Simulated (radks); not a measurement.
Ionisation of neutral dysprosium, [Xe] 4f10 6s2, to [Xe] 4f10 6s1 as the strength of local exchange is varied. Calculated with a radial shooting solver on a logarithmic mesh with Libxc functionals: Dirac Kohn-Sham, Slater X-alpha exchange (alpha = 2/3 is LDA exchange), no correlation, spin-unpolarised, spherical densities, finite nucleus; open shells fill j = l - 1/2 first; Fermi nuclear charge, rms radius 5.2218 fm.

alpha  E(Dy) (hartree)  exchange (hartree)  IE (eV)  -e of the level emptied (eV)  <r> of it (bohr)
0.626      -12137.4364           -234.1827    5.395                 2.908 (6s1/2)             4.223
0.629      -12138.5588           -235.3291    5.409                 2.920 (6s1/2)             4.220
0.63       -12138.9329           -235.7112    5.413                 2.924 (6s1/2)             4.219
0.655      -12148.2905           -245.2735    5.527                 3.026 (6s1/2)             4.190
0.667      -12152.7850           -249.8689    5.583                 3.076 (6s1/2)             4.177

NIST Atomic Spectra Database: 5.939 eV (measured). The central value is not met in this range of alpha. Spin polarisation and multiplet splitting are left out, so open shells lie too high by an amount that depends on their filling.

Beside tabulated values, note that spin-unpolarised runs miss the spin-polarisation part of the exchange energy of open shells.
